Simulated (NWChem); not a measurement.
System: CH8N2Si2; SMILES C(=N\[SiH2]N)/[SiH3]

NWChem printed, in part:

```
             Northwest Computational Chemistry Package (NWChem) 7.3.0
             --------------------------------------------------------

                             Geometry "geometry" -> ""
                             -------------------------

 Output coordinates in angstroms (scale by  1.889725989 to convert to a.u.)

  No.       Tag          Charge          X              Y              Z
 ---- ---------------- ---------- -------------- -------------- --------------
    1 N                    7.0000    -0.88791600    -2.81328800    -0.01374700
    2 Si                  14.0000     0.42949000    -1.73806900     0.24914500
    3 N                    7.0000    -0.04921400    -0.04135600     0.41528800
    4 C                    6.0000     0.40576000     0.90310400    -0.30119500
    5 Si                  14.0000    -0.16005700     2.70471300    -0.04896000
    6 H                    1.0000    -1.55762900    -2.97493800     0.73042900
    7 H                    1.0000    -1.34492900    -2.83723800    -0.91852000
    8 H                    1.0000     1.37454300    -1.87737200    -0.90858400
    9 H                    1.0000     1.07199000    -2.09845700     1.54404000
   10 H                    1.0000     1.16072900     0.71947200    -1.10927400
   11 H                    1.0000     1.01944600     3.54236000     0.33498900
   12 H                    1.0000    -1.20522000     2.76971500     1.01032200
   13 H                    1.0000    -0.69566700     3.24132800    -1.33987200

 Effective nuclear repulsion energy (a.u.)     264.8091176200

  xc_inp: hfexch multiplicative factor not found.
                              NWChem Property Module
                              ----------------------

                                 NWChem DFT Module
                                 -----------------

 Summary of "ao basis" -> "ao basis" (spherical)
 ------------------------------------------------------------------------------
       Tag                 Description            Shells   Functions and Types
 ---------------- ------------------------------  ------  ---------------------
 N                         def2-svpd                 8       20   4s2p2d
 Si                        def2-svpd                10       24   5s3p2d
 C                         def2-svpd                 8       20   4s2p2d
 H                         def2-svpd                 4        8   2s2p

            General Information
            -------------------
          SCF calculation type: DFT
          Wavefunction type:  closed shell.
          No. of atoms     :    13
          No. of electrons :    56
           Alpha electrons :    28
            Beta electrons :    28
          Charge           :     0
          Spin multiplicity:     1
          Use of symmetry is: off; symmetry adaption is: off
          Maximum number of iterations: 150
          AO basis - number of functions:   172
                     number of shells:    76
          Convergence on energy requested:  1.00D-06
          Convergence on density requested:  1.00D-05
          Convergence on gradient requested:  5.00D-04

              XC Information
              --------------
                     Hartree-Fock (Exact) Exchange  1.000

      Superposition of Atomic Density Guess
      -------------------------------------

 Sum of atomic energies:        -727.58609395

      Non-variational initial energy
      ------------------------------

 Total energy =    -729.843317
 1-e energy   =   -1529.330681
 2-e energy   =     534.678247
 HOMO         =      -0.259907
 LUMO         =      -0.053564

------------------------------------------------------------
EAF file 0: "./job.aoints.0" size=495452160 bytes
------------------------------------------------------------
               write      read    awrite     aread      wait
               -----      ----    ------     -----      ----
     calls:      945         0         0         0         0
   data(b): 4.95e+08  0.00e+00  0.00e+00  0.00e+00
   time(s): 0.00e+00  0.00e+00  0.00e+00  0.00e+00  0.00e+00
rate(mb/s): 0.00e+00  0.00e+00
------------------------------------------------------------

   convergence    iter        energy       DeltaE   RMS-Dens  Diis-err
 ---------------- ----- ----------------- --------- --------- ---------
 d= 0,ls=0.0,diis     1   -728.9250759935 -9.94D+02  8.77D-03  5.92D-01
 d= 0,ls=0.0,diis     2   -728.9971337355 -7.21D-02  3.44D-03  2.07D-01
 d= 0,ls=0.0,diis     3   -729.0207165104 -2.36D-02  1.54D-03  1.11D-02
 d= 0,ls=0.0,diis     4   -729.0230414063 -2.32D-03  3.42D-04  1.09D-03
 d= 0,ls=0.0,diis     5   -729.0232188133 -1.77D-04  1.29D-04  9.15D-05
  Resetting Diis
 d= 0,ls=0.0,diis     6   -729.0232501737 -3.14D-05  6.90D-05  1.84D-05
 d= 0,ls=0.0,diis     7   -729.0232566881 -6.51D-06  2.20D-05  2.02D-06
 d= 0,ls=0.0,diis     8   -729.0232572832 -5.95D-07  7.20D-06  4.48D-07

         Total DFT energy =     -729.023257283155
      One electron energy =    -1533.013202051850
           Coulomb energy =      601.162953015145
    Exchange-Corr. energy =      -61.982125866466
 Nuclear repulsion energy =      264.809117620017

 Numeric. integr. density =        0.000000000000

                       DFT Final Molecular Orbital Analysis
                       ------------------------------------

 Vector   26  Occ=2.000000D+00  E=-4.393197D-01
              MO Center=  2.6D-01, -4.1D-01,  3.0D-01, r^2= 5.5D+00
   Bfn.  Coefficient  Atom+Function         Bfn.  Coefficient  Atom+Function
  ----- ------------  ---------------      ----- ------------  ---------------
    51      0.247353   3 N  pz              133      0.229322   9 H  s
    54     -0.192006   3 N  pz               69     -0.184189   4 C  px
    49      0.164815   3 N  px               34      0.159352   2 Si pz
     6     -0.149299   1 N  py                4      0.143567   1 N  s
    52     -0.143425   3 N  px                5      0.132930   1 N  px

 Vector   27  Occ=2.000000D+00  E=-4.195362D-01
              MO Center= -5.9D-01, -2.0D+00,  9.5D-03, r^2= 3.8D+00
   Bfn.  Coefficient  Atom+Function         Bfn.  Coefficient  Atom+Function
  ----- ------------  ---------------      ----- ------------  ---------------
     4      0.456800   1 N  s                 6      0.444830   1 N  py
     9     -0.344881   1 N  py                5     -0.197980   1 N  px
    49      0.191734   3 N  px               24     -0.178866   2 Si s
     8      0.164399   1 N  px               52     -0.162235   3 N  px
    71     -0.151210   4 C  pz              118     -0.149001   7 H  s

 Vector   28  Occ=2.000000D+00  E=-3.662189D-01
              MO Center=  1.3D-01,  3.0D-01,  6.8D-02, r^2= 3.2D+00
   Bfn.  Coefficient  Atom+Function         Bfn.  Coefficient  Atom+Function
  ----- ------------  ---------------      ----- ------------  ---------------
    48      0.600857   3 N  s                24     -0.359297   2 Si s
    49      0.266475   3 N  px               51     -0.262189   3 N  pz
    67     -0.251303   4 C  s                33     -0.246395   2 Si py
    50     -0.231908   3 N  py               52     -0.226611   3 N  px
    54      0.223239   3 N  pz              141      0.215382  10 H  s

 Vector   29  Occ=0.000000D+00  E= 8.765479D-02
              MO Center= -1.1D-01,  6.8D-01,  3.6D-02, r^2= 1.5D+01
   Bfn.  Coefficient  Atom+Function         Bfn.  Coefficient  Atom+Function
  ----- ------------  ---------------      ----- ------------  ---------------
    88      5.190629   5 Si s                89     -3.541661   5 Si s
    24      3.041658   2 Si s                25     -2.594037   2 Si s
     4     -0.989928   1 N  s                67     -0.881233   4 C  s
   110      0.716562   6 H  s               158     -0.598620  12 H  s
   166     -0.578033  13 H  s                48      0.570249   3 N  s

 Vector   30  Occ=0.000000D+00  E= 9.384642D-02
              MO Center=  9.2D-02,  1.1D+00, -7.4D-02, r^2= 9.7D+00
   Bfn.  Coefficient  Atom+Function         Bfn.  Coefficient  Atom+Function
  ----- ------------  ---------------      ----- ------------  ---------------
    88      4.449833   5 Si s                89     -2.923442   5 Si s
    24     -1.463787   2 Si s                 4      1.047211   1 N  s
    25      1.051967   2 Si s                68     -0.654419   4 C  s
   158     -0.561319  12 H  s               110     -0.540830   6 H  s
   150     -0.515907  11 H  s                67     -0.390522   4 C  s

 Vector   31  Occ=0.000000D+00  E= 1.060829D-01
              MO Center= -3.7D-01,  1.3D+00, -2.3D-01, r^2= 1.6D+01
   Bfn.  Coefficient  Atom+Function         Bfn.  Coefficient  Atom+Function
  ----- ------------  ---------------      ----- ------------  ---------------
    88     -3.526973   5 Si s                24      3.461585   2 Si s
    89      3.464168   5 Si s                25     -2.555187   2 Si s
    68     -2.403128   4 C  s                 4     -1.235452   1 N  s
   142      0.998411  10 H  s                97     -0.840821   5 Si py
   118      0.683351   7 H  s               110      0.574663   6 H  s

------------------------------------------------------------
EAF file 0: "./job.aoints.0" size=687865856 bytes
------------------------------------------------------------
               write      read    awrite     aread      wait
               -----      ----    ------     -----      ----
     calls:     1312         7         0      9177      9177
   data(b): 6.88e+08  3.67e+06  0.00e+00  4.81e+09
   time(s): 0.00e+00  0.00e+00  0.00e+00  0.00e+00  0.00e+00
rate(mb/s): 0.00e+00  0.00e+00
------------------------------------------------------------

     Multipole analysis of the density
     ---------------------------------

     L   x y z        total         alpha         beta         nuclear
     -   - - -        -----         -----         ----         -------
     0   0 0 0     -0.000000    -28.000000    -28.000000     56.000000

     1   1 0 0     -0.153899      0.423852      0.423852     -1.001602
     1   0 1 0      0.085213      0.558500      0.558500     -1.031787
     1   0 0 1     -0.457109     -3.204625     -3.204625      5.952140

     2   2 0 0    -34.542337    -54.876844    -54.876844     75.211351
     2   1 1 0      3.042223     -8.585370     -8.585370     20.212962
     2   1 0 1      0.066100     -0.126182     -0.126182      0.318465
     2   0 2 0    -37.092391   -484.727880   -484.727880    932.363368
     2   0 1 1     -0.232752     20.694525     20.694525    -41.621803
     2   0 0 2    -35.607506    -38.160552    -38.160552     40.713599

 *** CALLING NEW AORESP DRIVER FOR CLOSED AND OPEN SHELLS ***
 Entering AOResponse driver routine

--------------------------------------------------------------------------------

          -----------------------------------------------
          Solving response equations for perturbing field
          -----------------------------------------------

 number of frequencies:     1
 frequency in a.u.:  0.0000000E+00
 Perturbing field: electric
 Using El. Dipole Length Gauge

 Setting up CPKS with frequency omega =      0.00000000 a.u.

 STATIC response

                                NWChem CPHF Module
                                ------------------

  scftype          =     RHF
  nclosed          =       28
  nopen            =        0
  variables        =     4032
  # of vectors     =        3
  tolerance        = 0.10D-03
  level shift      = 0.00D+00
  max iterations   =       50
  max subspace     =       30

 SCF residual:    8.1251065978185807E-004

Iterative solution of linear equations
  No. of variables     4032
  No. of equations        3
  Maximum subspace       30
        Iterations       50
       Convergence  1.0D-04

   iter   nsub   residual    time
   ----  ------  --------  ---------
     1      3    8.40D-01      43.6
     2      6    6.65D-01      54.9
     3      9    1.84D-01      69.4
     4     12    6.32D-02      84.2
     5     15    1.25D-02      98.4
     6     18    3.49D-03     111.3
     7     21    4.08D-04     124.3
     8     24    8.84D-05     133.8

------------------------------------------------------------
EAF file 0: "./job.aoints.0" size=688390144 bytes
------------------------------------------------------------
               write      read    awrite     aread      wait
               -----      ----    ------     -----      ----
     calls:     1313         0         0         0         0
   data(b): 6.88e+08  0.00e+00  0.00e+00  0.00e+00
   time(s): 0.00e+00  0.00e+00  0.00e+00  0.00e+00  0.00e+00
rate(mb/s): 0.00e+00  0.00e+00
------------------------------------------------------------

 Electric Dipole Response Matrix (nonzero elements):

              1        2        3
    1   68.5329   1.3380  -2.6852
    2    1.3380 100.7222  -5.7340
    3   -2.6853  -5.7339  69.2599

 ------------------------------------------
 average:        79.50504 + I       0.00000

 DFT Linear Response polarizability / au
 Frequency  =       0.0000000 / au
              X              Y              Z
 -----------------------------------------------
 X      68.5329413      1.3379902     -2.6852113
 Y       1.3379686    100.7222439     -5.7339841
 Z      -2.6852932     -5.7338521     69.2599479
 -----------------------------------------------
 Eigenvalues =      70.7522248    101.8308152     65.9320930
 Isotropic   =      79.5050443
 Anisotropic =      33.7478200
 -----------------------------------------------

 Magnetic Dipole Response Matrix (nonzero elements):

 Exiting AOResponse driver routine
```

Level: Hartree-Fock/def2-SVPD. The geometry was optimised at PBE0/def2-SVP.

Task: Which NWChem input produces such a log?

Result: One answer among several that fit: the input that was run:
```
start job
memory heap 200 mb stack 900 mb global 1100 mb
geometry units angstroms noautosym nocenter noautoz
  N     -0.887916    -2.813288    -0.013747
  Si     0.429490    -1.738069     0.249145
  N     -0.049214    -0.041356     0.415288
  C      0.405760     0.903104    -0.301195
  Si    -0.160057     2.704713    -0.048960
  H     -1.557629    -2.974938     0.730429
  H     -1.344929    -2.837238    -0.918520
  H      1.374543    -1.877372    -0.908584
  H      1.071990    -2.098457     1.544040
  H      1.160729     0.719472    -1.109274
  H      1.019446     3.542360     0.334989
  H     -1.205220     2.769715     1.010322
  H     -0.695667     3.241328    -1.339872
end
basis spherical
  * library def2-svpd
end
dft
  xc hfexch
  iterations 150
  semidirect filesize 400000000
end
property
  response 1 0.0
end
task dft property
```
